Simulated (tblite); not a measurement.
C6H6Cl2.
SMILES with atom numbers: `[Cl:1][C:2]1=[CH:3][CH:4]=[C:5]([Cl:6])[CH2:7][CH2:8]1` (hydrogens: H9 on C3; H10 on C4; H11, H12 on C7; H13, H14 on C8)

Computed with GFN2-xTB (tblite), gas phase: Langevin dynamics at 600 K from the optimised GFN2-xTB geometry, time step 0.5 fs, friction 0.01 fs⁻¹, 2000 steps. The instantaneous temperature is 2·E(kin)/(3Nk) with all 3N coordinates.

```csv
t (fs),T (K),E(pot) above start (eV),Cl1–C2 (Å),C2=C3 (Å),C3–C4 (Å),C4=C5 (Å),C5–Cl6 (Å),C3–H9 (Å)
0,465,0.000,1.724,1.334,1.448,1.334,1.724,1.078
25,367,0.537,1.696,1.376,1.432,1.344,1.728,1.087
50,466,0.840,1.783,1.380,1.494,1.329,1.726,1.094
75,462,0.949,1.682,1.305,1.495,1.307,1.698,1.053
100,584,0.774,1.829,1.302,1.487,1.341,1.781,1.053
125,435,1.041,1.689,1.310,1.472,1.338,1.775,1.105
150,518,0.732,1.796,1.356,1.488,1.339,1.759,1.079
175,490,0.921,1.751,1.380,1.475,1.330,1.674,1.067
200,773,0.798,1.617,1.375,1.500,1.359,1.838,1.121
225,745,0.814,1.777,1.319,1.528,1.344,1.670,1.061
250,754,0.873,1.817,1.306,1.426,1.360,1.667,1.025
275,590,0.994,1.650,1.329,1.391,1.331,1.860,1.080
300,612,0.825,1.784,1.391,1.476,1.320,1.714,1.136
325,561,0.914,1.721,1.327,1.487,1.340,1.684,1.051
350,702,0.915,1.714,1.304,1.481,1.360,1.759,1.126
375,610,0.931,1.775,1.328,1.469,1.326,1.706,1.089
400,718,0.895,1.772,1.398,1.457,1.283,1.764,1.040
425,721,0.824,1.677,1.355,1.478,1.327,1.755,1.134
450,678,1.119,1.822,1.270,1.533,1.386,1.717,1.138
475,629,1.186,1.768,1.273,1.477,1.310,1.684,1.041
500,611,1.006,1.714,1.395,1.365,1.291,1.746,1.104
525,729,0.950,1.691,1.417,1.340,1.337,1.729,1.114
550,460,1.023,1.720,1.350,1.399,1.385,1.637,1.016
575,608,0.989,1.732,1.295,1.518,1.348,1.786,1.073
600,593,1.197,1.858,1.350,1.470,1.329,1.700,1.172
625,681,0.922,1.647,1.356,1.423,1.324,1.775,1.141
650,745,0.994,1.708,1.358,1.396,1.309,1.736,0.981
675,928,0.770,1.808,1.350,1.401,1.341,1.737,1.043
700,736,1.001,1.726,1.343,1.435,1.371,1.799,1.177
725,585,0.964,1.814,1.364,1.506,1.289,1.681,1.058
750,645,0.856,1.708,1.391,1.491,1.337,1.689,1.063
775,643,0.975,1.767,1.372,1.378,1.397,1.668,1.117
800,711,1.053,1.737,1.342,1.361,1.382,1.695,1.072
825,599,1.083,1.652,1.300,1.423,1.297,1.771,1.085
850,445,1.186,1.758,1.321,1.446,1.299,1.745,1.109
875,590,0.729,1.737,1.356,1.499,1.307,1.680,1.050
900,794,0.450,1.696,1.348,1.457,1.335,1.774,1.088
925,505,0.683,1.759,1.353,1.418,1.379,1.795,1.093
950,395,0.832,1.746,1.320,1.419,1.337,1.646,1.061
975,477,0.836,1.675,1.292,1.465,1.352,1.776,1.077
1000,468,0.735,1.661,1.333,1.416,1.330,1.740,1.094
```

**Question.** From 500 fs on, how do temperature and potential energy compare with equipartition?

**Answer.** The mean temperature of these 21 frames is 617 K against the target 600 K, and the mean potential energy 0.92 eV against 36 × kT/2 = 0.93 eV for 36 classical harmonic modes. For 14 atoms in a canonical ensemble the temperature itself scatters by T·√(2/(3N)) = 131 K; here its standard deviation is 128 K. The whole run lasts only 10 friction times of 100 fs, so these averages carry a wide statistical error.

**Question.** What are the kinetic and total energies of the listed frame with the highest potential energy?

**Answer.** The one at 600 fs, 1.197 eV above the start. Its kinetic energy is 3NkT/2 = 1.073 eV at 593 K, so the sum is 2.27 eV; over the listed frames the sum runs from 0.84 to 2.45 eV, since the thermostat adds and removes energy.

**Question.** How much do the listed bonds fluctuate from 500 fs on?

**Answer.** 
```json
{"bond": "Cl1–C2", "at the start (Å)": "1.724", "mean (Å)": "1.729", "standard deviation (Å)": "0.052"}
{"bond": "C2=C3", "at the start (Å)": "1.334", "mean (Å)": "1.348", "standard deviation (Å)": "0.031"}
{"bond": "C3–C4", "at the start (Å)": "1.448", "mean (Å)": "1.430", "standard deviation (Å)": "0.048"}
{"bond": "C4=C5", "at the start (Å)": "1.334", "mean (Å)": "1.337", "standard deviation (Å)": "0.031"}
{"bond": "C5–Cl6", "at the start (Å)": "1.724", "mean (Å)": "1.729", "standard deviation (Å)": "0.048"}
{"bond": "C3–H9", "at the start (Å)": "1.078", "mean (Å)": "1.085", "standard deviation (Å)": "0.045"}
```

The motion is classical and holds no zero-point motion.

What follows is the cost of the whole dynamics run. Time: 16 s of wall time; peak memory 0.18 GiB. Hardware: Intel Xeon Platinum 8488C, one thread, on a shared host.
